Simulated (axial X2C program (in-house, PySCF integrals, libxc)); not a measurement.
**Potential curves of FeP, with spin–orbit coupling**

Calculated with an axial X2C code built on PySCF integrals. Two-component (2c) means X2C with spin–orbit coupling and atomic mean-field two-electron Coulomb and Gaunt terms. Basis: Fe dyall-cv3z [9s10p6d3f2g], P dyall-v3z [8s7p2d1f] (cores contracted in-house); Gaussian nuclei, density fitting, unrestricted open shells. Masses: Fe 55.935 u, P 30.974 u.

State: Ω = 5/2 (⟨Sz⟩ = 0.50, ⟨Lz⟩ = 2.00 at PBE0). Energies in eV from the lowest point of each curve. Fits are polynomials in 1 − R0/R over 0.85 to 1.23 times the lowest point R0.

| R (Å) | PBE0 |
| --- | --- |
| 2.0201 | 0.0858 |
| 2.0845 | 0.0178 |
| 2.1490 | 0.0000 |
| 2.2242 | 0.0268 |
| 2.2994 | 0.0905 |
| 2.3961 | 0.2092 |

One determinant describes the state; a PBE0 search over occupations chose it and may have missed a lower one. Density functionals use the spin component along the axis (collinear). PBE0 can misorder states that lie within some tenths of an eV, so this need not be the ground state of the molecule. The nearest other 2c determinant of the search, Ω = 1/2, lies 0.06 eV up at the distance of the search. Without a current term, density functionals place determinants with orbital angular momentum somewhat too high. The determinant is spin-polarised beyond a pure state at some levels (its spin-free form has ⟨S²⟩ too high), which makes Re and μ there less reliable.

(1) What are Re and ωe at the PBE0 level?

Answers

(1) At PBE0, 2c: Re = 2.144 Å, ωe ≈ 357 cm⁻¹; Be follows as 0.184 cm⁻¹.
